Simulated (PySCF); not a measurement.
# Deuteron quadrupole couplings in `O=CO[C@@H]1C[C@@]1(Cl)CO[SiH3]`

Species: C5H9ClO3Si.
Geometry (GFN2-xTB, Å), atoms numbered from 1 in this order:
```xyz
19
C5H9ClO3Si angstrom
O      2.6476   -1.4609   -0.7827
C      3.1917   -0.5243   -0.2816
O      2.6145    0.5977    0.1308
C      1.2171    0.6627   -0.0107
C      0.4752    1.5755    0.9163
C      0.3480    0.0901    1.0758
Cl     1.1519   -0.6588    2.4435
C     -0.9317   -0.6333    0.7093
O     -1.5449    0.0296   -0.3442
Si    -2.9191   -0.3568   -1.1256
H      4.2764   -0.4462   -0.1005
H      0.8746    0.5342   -1.0313
H      1.0598    2.1079    1.6498
H     -0.3746    2.1093    0.5209
H     -0.6917   -1.6669    0.4281
H     -1.5960   -0.6621    1.5837
H     -2.8172   -1.6730   -1.7571
H     -2.9376    0.7577   -2.0574
H     -4.0538   -0.3732   -0.1982
```

Level: PBE0/pcSseg-1 (PySCF, non-relativistic); Q(2H) = 0.00286 b; rigid geometry, the same for H and D, with no vibrational averaging.

Question: Rank these positions by the coupling χzz of a deuteron there, largest first.
A. H17 (Si–H hydrogen)
B. H16 (methylene hydrogen)
C. H13 (methylene hydrogen)
D. H12 (methine hydrogen)
E. H18 (Si–H hydrogen)

Answer: C (222 kHz), D (208 kHz), B (189 kHz), E (113 kHz), A (106 kHz).

What are Vzz, η and χzz (234.96 MHz × Q × Vzz) at all hydrogens?

```tsv
atom	bonded to	bond length (Å)	Vzz (au)	η	χzz (kHz)
H11	C2	1.103	0.2764	0.04	186
H12	C4	1.084	0.3093	0.12	208
H13	C5	1.079	0.3298	0.06	222
H14	C5	1.079	0.3291	0.04	221
H15	C8	1.098	0.2811	0.08	189
H16	C8	1.099	0.2818	0.07	189
H17	Si10	1.463	0.1582	0.04	106
H18	Si10	1.453	0.1684	0.02	113
H19	Si10	1.466	0.1570	0.04	106
```

Average by the element that carries the hydrogen.

on C: 202 kHz over 6 positions, mean bond length 1.090 Å; on Si: 108 kHz over 3 positions, mean bond length 1.461 Å.

How does χzz go with the bond length over the 6 C–H bonds?

A straight-line fit has a slope of -15.2 kHz for each 0.01 Å, with a correlation coefficient of -0.99, over lengths from 1.079 to 1.103 Å. The longer bonds have the smaller couplings here.

A static deuteron (I = 1) shows a doublet split by (3/2)χ, (3/4)χ(1 + η) and (3/4)χ(1 − η) with the field along z, y and x of the gradient. What are these for H17?

With |χ| = 106.3 kHz and η = 0.040: 159, 83 and 77 kHz, to first order and without motion.

The structure is a single GFN2-xTB conformer in the gas phase; no vibrational or solvent corrections. GFN2-xTB bond lengths can be off by several hundredths of an ångström, more for odd bonds, and the gradients follow them. With a basis this small, the couplings can be 20 % off.

The run behind these numbers computed NMR shieldings as well. Hardware: an Arm Neoverse N1 with one thread, shared host. Cost: 2.0 min of wall time (grids of density and orbitals included), 1.1 GiB resident at most.
